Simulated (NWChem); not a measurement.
**Atomisation of selenophene (C$_{4}$H$_{4}$Se)**

SMILES: c1ccc[se]1
```xyz
9

C     -0.7171     0.0000     1.6878
C      0.7171     0.0000     1.6878
C      1.2949     0.0000     0.4367
Se     0.0000     0.0000    -0.9145
C     -1.2949     0.0000     0.4367
H     -1.3150     0.0000     2.6114
H      1.3150     0.0000     2.6114
H      2.3637     0.0000     0.1886
H     -2.3637     0.0000     0.1886
```
Charge 0, spin multiplicity 1.

The numbers come from NWChem runs, not from measurements. Structure: optimised with PBE/def2-SVP, a minimum by its harmonic frequencies.

Basis set: def2-TZVP. The atomisation energy is electronic alone: no zero-point, thermal, spin-orbit or counterpoise terms. No value is extrapolated to the basis-set limit. Free atoms are single determinants with multiplicities C 3, Se 3, H 2. Correlated methods freeze the same cores in atoms and molecule, 13 orbitals in all.

Costs are rough ratios of processor time within this set of runs, SCF included, with PBE0 as 1. Costs are the molecule's.

The Hamiltonian is non-relativistic. B3LYP has NWChem's definition, with VWN1-RPA local correlation. GW and range-separated runs recompute their integrals, the others keep them in memory, which bears on the times. The stability of the SCF solutions was not checked. Open-shell Hartree-Fock references start from PBE0 orbitals; any time given for them includes that run.

| method | atomisation energy (kcal/mol) | relative cost |
|---|---|---|
| PBE0 | [?] | 1 |
| BP86 | 972.4 | under 3 |
| B3LYP | 930.1 | under 3 |
| PBE | [?] | under 3 |
| r2SCAN | [?] | under 3 |
| HF | 670.2 | under 3 |
| MP2 | 937.9 | 4 |
| CAM-B3LYP | 933.3 | 10 |

**Question.** Fill in the missing entries.

**Answer.** 
- PBE0, atomisation energy (kcal/mol): 950.8
- PBE, atomisation energy (kcal/mol): 973.5
- r2SCAN, atomisation energy (kcal/mol): 947.2
